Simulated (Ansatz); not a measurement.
Species: sum formula SiOCl2 (charge -1, doublet). 
Coordinates optimised at B3LYP-D3(BJ)/def2-TZVP (Ansatz, a first-principles code):
```xyz
4

Si    -0.5936    -0.3898     0.1391
O     -1.3824    -0.1057     1.4383
Cl    -0.3700     1.3241    -1.2153
Cl     1.5094    -0.9534     0.4239
```
Charge -1, spin multiplicity 2.

Basis-set convergence of Hartree-Fock and CCSD(T) correlation energies (hartree) with Ansatz. Valence correlation only, unless marked. Open shells are spin-unrestricted. No spin-orbit coupling. No relativistic terms. This anion needs diffuse functions, which these sets lack.

| basis | functions | E(HF) | E(corr, CCSD(T)) |
|---|---|---|---|
| cc-pV(D+d)Z | 83 | -1282.95338 | -0.58666 |
| cc-pV(T+d)Z | 147 | ___ | ___ |

### Question
Some entries are withheld; supply them.

### Answer

- cc-pV(T+d)Z, E(HF): -1283.03458
- cc-pV(T+d)Z, E(corr, CCSD(T)): -0.78736
